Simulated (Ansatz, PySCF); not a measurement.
This PySCF input computes a BLYP/def2-TZVPD energy:

```python
from pyscf import gto, scf, dft

mol = gto.M(
    atom='''
    C    -2.25443518   -0.24941278   -0.10190078
    C    -0.89118174   -0.22730850    0.09944638
    C    -0.06478935   -0.93985510    1.00955811
    C     1.30729088   -0.64122786    0.91218248
    C     1.64589286    0.28581997   -0.03821199
    S     0.18564864    0.82814991   -0.86831783
    H    -2.87857442   -0.89863863    0.49970303
    H    -2.73536334    0.36592528   -0.84938252
    H    -0.47911109   -1.65090964    1.71296294
    H     2.05275261   -1.11217560    1.54664688
    H     2.61325314    0.67730567   -0.30329017
    ''',
    basis='def2-tzvpd',
    charge=-1,
    spin=0,
    verbose=4,
)

mf = dft.RKS(mol, xc='blyp').density_fit(auxbasis='def2-universal-jkfit')
mf.grids.level = 3
mf.conv_tol = 1e-9
mf.max_cycle = 100
mf.max_memory = 1500
mf.kernel()
if not mf.converged:
    mf = mf.newton()
    mf.kernel(mf.make_rdm1())
mf.analyze()
```

Write an input for the same energy in Ansatz (a quantum-chemistry and plane-wave program) and say what it gives.


Ansatz 0.2 input:
```yaml
crystal:
  periodic: [false, false, false]
  atoms:
    - {symbol: C, position_ang: [-2.25443518, -0.24941278, -0.10190078]}
    - {symbol: C, position_ang: [-0.89118174, -0.22730850, 0.09944638]}
    - {symbol: C, position_ang: [-0.06478935, -0.93985510, 1.00955811]}
    - {symbol: C, position_ang: [1.30729088, -0.64122786, 0.91218248]}
    - {symbol: C, position_ang: [1.64589286, 0.28581997, -0.03821199]}
    - {symbol: S, position_ang: [0.18564864, 0.82814991, -0.86831783]}
    - {symbol: H, position_ang: [-2.87857442, -0.89863863, 0.49970303]}
    - {symbol: H, position_ang: [-2.73536334, 0.36592528, -0.84938252]}
    - {symbol: H, position_ang: [-0.47911109, -1.65090964, 1.71296294]}
    - {symbol: H, position_ang: [2.05275261, -1.11217560, 1.54664688]}
    - {symbol: H, position_ang: [2.61325314, 0.67730567, -0.30329017]}
basis:
  gaussian:
    orbitals: def2-TZVPD
hamiltonian:
  xc: {name: BLYP}
total_charge: -1
output: {forces: true}
```
It gives -591.70277 Eh, and PySCF -591.70288 Eh, a difference of 0.11 mEh, from the treatment of integrals and grids.

It need not be the lowest isomer of its formula. Whether it binds its extra electron was not tested at this geometry.
